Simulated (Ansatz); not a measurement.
Calculated with Ansatz (gas phase, PBE0-D4/def2-TZVP geometries, no zero-point term in ΔE). CBS: MP2 limit from def2 TZ/QZ plus the TZ coupled-cluster correction, frozen cores. This one scheme is used for every species. Functionals use def2-TZVPP. B3LYP here is the variant with VWN-RPA as its local correlation; programs differ in this. def2 core potentials past Kr. For Ta outer-core shells are correlated without core-valence functions, which leaves a few kJ/mol of doubt a bond. Each species was taken in one conformer, which may not be the lowest.

Reaction (ligand exchange at a Ta–O bond): `[NH]=[Ta]([NH2])([OH])[OH]` + H–F → `[NH]=[Ta]([NH2])([OH])[F]` + H₂O

`[NH]=[Ta]([NH2])([OH])[OH]`:

Cartesian coordinates in Å:
```
N -0.066 -0.122 1.711
Ta 0.016 0.268 -0.013
N -0.054 -1.494 -0.927
O 1.637 1.189 -0.464
O -1.454 1.367 -0.572
H -0.109 -0.266 2.704
H -0.026 -1.611 -1.930
H -0.121 -2.389 -0.471
H 2.408 1.396 0.061
H -2.231 1.663 -0.100
```

H–F:

```xyz
2

F    -0.367    0.101   -0.258
H     0.367   -0.101    0.258
```

`[NH]=[Ta]([NH2])([OH])[F]`:

Cartesian coordinates in Å:
```
N 0.629 -0.339 1.561
Ta 0.442 -0.174 -0.187
N -0.716 1.411 -0.403
O -0.403 -1.708 -0.948
F 2.109 0.087 -1.055
H 0.845 -0.483 2.532
H -1.062 1.994 0.342
H -1.089 1.716 -1.292
H -0.755 -2.503 -0.550
```

H₂O:

```xyz
3

O    -0.060    0.257    0.286
H     0.559    0.330   -0.443
H    -0.499   -0.587    0.157
```

| level | ΔE (kcal/mol) | difference from CCSD(T)/CBS |
| --- | --- | --- |
| LDA (SPW92) | -9.3 | -0.5 |
| PBE-D4 | -10.5 | -1.7 |
| BLYP-D4 | -10.7 | -1.9 |
| B3LYP-D4 | -10.3 | -1.5 |
| r2SCANh-D4 | -10.6 | -1.8 |
| r2SCAN0-D4 | -10.2 | -1.4 |
| revPBE | -11.5 | -2.7 |
| LC-ωPBE | -11.0 | -2.2 |
| CCSD(T)/def2-SVP | -10.2 | -1.4 |
| HF/def2-QZVPP | -11.0 | -2.2 |
| CCSD(T)/CBS | -8.8 | 0 |

(1) What do rigid-rotor, harmonic-oscillator terms from PBE0-D4/def2-TZVP frequencies (298.15 K, 1 bar) make of the CCSD(T)/CBS value? (Best estimate.)

Largest T1 diagnostic among the species: 0.018.

Answers

(1) The calculation gave: ΔZPE = +0.9 kcal/mol, ΔH = -8.1 kcal/mol, ΔS = 5 J/(mol·K), ΔG = -8.5 kcal/mol.

From BLYP to BHLYP (50 % exact exchange), in def2-TZVPP and without D4, ΔE moves by +1.0 kcal/mol. In def2-TZVPP, CCSD(T) changes the Hartree–Fock value by +1.9 kcal/mol (the triples alone add +0.2 kcal/mol) and MP2 by +2.6 kcal/mol. At CCSD(T), def2-SVP lies −1.4 kcal/mol from the extrapolated value and def2-TZVPP −0.1 kcal/mol.
